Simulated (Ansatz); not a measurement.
C₂H₉ClN₂OSi₂, SMILES `C=C[Si@@H](N)O[Si@H](N)Cl`, relaxed with RKS PBE0-D4/def2-TZVP in the Gaussian-basis code of Ansatz from a PBE-D4/def2-SVP geometry. The force threshold is 0.005 eV/Å; the program also tests the step.

Charge 0, multiplicity 1.

Start:

```xyz
17

C     2.132   -0.996   -1.567
C     2.273    0.138   -0.850
Si    1.012    0.709    0.403
N     0.509    2.316   -0.004
O    -0.213   -0.477    0.349
Si   -1.630   -0.778    1.147
N    -2.772   -1.373    0.006
Cl   -2.185    1.041    2.081
H     1.248   -1.644   -1.435
H     2.883   -1.323   -2.307
H     3.173    0.760   -1.011
H     1.529    0.753    1.811
H     0.278    2.520   -0.980
H    -0.159    2.776    0.623
H    -1.510   -1.774    2.253
H    -3.642   -1.787    0.348
H    -2.926   -0.862   -0.867
```

Task: By how much does the energy fall, and how many steps does the optimiser take? (An estimate is asked.)

Result: The calculation gave: 3.54 kcal/mol, in 21 steps, 2 of them rejected.

Task: Which bonds change most? (Estimate.)

Result: Ansatz gave: Si3–O5 from 1.706 to 1.654 Å; O5–Si6 from 1.654 to 1.613 Å; Si6–Cl8 from 2.119 to 2.079 Å; Si3–N4 from 1.732 to 1.704 Å.

Task: Give the relaxed structure. (Best estimate.)

Result: Computed: 
```xyz
17

C     2.066   -1.013   -1.518
C     2.215    0.121   -0.839
Si    0.978    0.731    0.395
N     0.491    2.302   -0.051
O    -0.224   -0.405    0.413
Si   -1.606   -0.793    1.149
N    -2.709   -1.330   -0.019
Cl   -2.232    0.893    2.193
H     1.197   -1.648   -1.373
H     2.800   -1.355   -2.243
H     3.106    0.720   -1.019
H     1.513    0.824    1.776
H     0.302    2.533   -1.013
H    -0.050    2.869    0.581
H    -1.449   -1.843    2.173
H    -3.558   -1.792    0.268
H    -2.841   -0.813   -0.873
```
